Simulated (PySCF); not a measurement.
Electron correlation in Au+ (gold, charge +1)

[Xe] 4f14 5d9 6p1, one real determinant (an excited configuration). All numbers are calculated (PySCF 2.14, scalar relativity by spin-free X2C-1e, in ANO-RCC-VTZP (8s7p5d3f1g, 84 functions)). Frozen: [Xe] 4f14; 10 electrons correlated.

```tsv
level	correlation energy (mhartree)
CCSD	-265.14
(T)	-10.23
CCSD(T)	-275.37
```

Diagnostics: T1 = 0.0094, D1 = 0.0339, largest double amplitude 0.050.

**Question.** Is a single reference adequate?

**Answer.** Yes, within this model without spin-orbit coupling: T1 lies below 0.03 and no double amplitude reaches 0.07.

The basis was made for the ground configuration and has no added diffuse functions, which can raise the energy of the promoted electron.

The reference is one real determinant that mixes LS terms of this configuration.
